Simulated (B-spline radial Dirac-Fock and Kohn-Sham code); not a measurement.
Elastic and transport cross sections of rhenium for electrons

Method: relativistic (Dirac) partial waves in the static field of the Dirac-Fock atom with Furness-McCarthy exchange, without polarisation or absorption potentials. Computed with a radial finite-basis atomic code. σ_tr1 and σ_tr2 weight the cross section with 1 − P₁ and 1 − P₂ of cos θ; "backward" is the share scattered beyond 90°.

```tsv
energy (eV)	σ (a₀²)	σ_tr1 (a₀²)	σ_tr2 (a₀²)	σ/σ_tr1	backward (%)
5070	4.47	0.391	0.512	11.4	3.0
6780	3.81	0.263	0.378	14.5	2.2
7760	3.53	0.218	0.326	16.2	2.0
9440	3.16	0.165	0.260	19.1	1.6
9950	3.06	0.153	0.245	20.0	1.5
10000	?	?	?	?	?
10200	3.02	0.148	0.238	20.4	1.5
11600	2.80	0.123	0.203	22.8	1.3
12100	2.74	0.116	0.193	23.7	1.2
15800	2.34	0.0781	0.138	29.9	0.89
20000	2.03	0.0550	0.102	36.9	0.67
27200	1.68	0.0346	0.0674	48.6	0.46
28700	1.63	0.0319	0.0626	51.0	0.43
30000	1.59	0.0299	0.0589	53.1	0.41
35100	1.44	0.0235	0.0474	61.2	0.34
45400	1.23	0.0159	0.0330	77.3	0.25
47100	1.20	0.0150	0.0314	79.9	0.23
50000	1.15	0.0137	0.0288	84.4	0.22
50600	1.15	0.0134	0.0283	85.4	0.21
72700	0.914	0.00767	0.0168	119	0.13
93200	0.786	0.00522	0.0117	150	0.097
100000	0.754	0.00469	0.0106	161	0.089
121000	0.674	0.00349	0.00803	193	0.069
133000	0.639	0.00302	0.00700	212	0.061
135000	0.634	0.00295	0.00685	215	0.060
200000	0.514	0.00162	0.00386	318	0.035
300000	0.427	0.000875	0.00215	488	0.019
```

Problem. Fill in the row for 10 keV.

Solution. σ = 3.06 a₀², σ_tr1 = 0.152 a₀², σ_tr2 = 0.243 a₀², σ/σ_tr1 = 20.1, backward 1.5 %. The ratio σ/σ_tr1 is roughly the number of elastic collisions that randomise the direction.
